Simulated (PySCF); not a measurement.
Diatomics of In with group 14

PBE with double-zeta basis sets in PySCF, for the lowest determinant that a PBE0 search found; no spin–orbit coupling. De refers to high-spin ground-configuration atoms. A positive dipole means M(−)In(+).

```tsv
M	basis	state (unpaired electrons)	Re (Å)	ωe (cm⁻¹)	De (eV)	μ (D)
C	x2c-SVPall	quartet (σ ↑, π ↑↑)	2.217	467	3.23	2.47
Si	def2-SVPD	quartet (σ ↑, π ↑↑)	2.646	248	2.48	1.86
Ge	def2-SVP	quartet (σ ↑, π ↑↑)	2.695	173	2.37	1.64
Sn	def2-SVP	quartet (σ ↑, π ↑↑)	2.882	140	2.14	1.36
Pb	def2-SVP	quartet (σ ↑, π ↑↑)	2.944	122	2.05	0.97
```

The shortest bond is that of InC (2.217 Å), the longest that of InPb (2.944 Å).

The rows differ in basis set, which adds steps of its own.

Down a group the atoms grow and get heavier, so bonds lengthen and wavenumbers fall; this series shows no clear exception.

These are scalar-relativistic numbers at best; spin–orbit coupling would shift them, the dissociation energy most. States were picked by a PBE0 search and need not be the measured ground states.
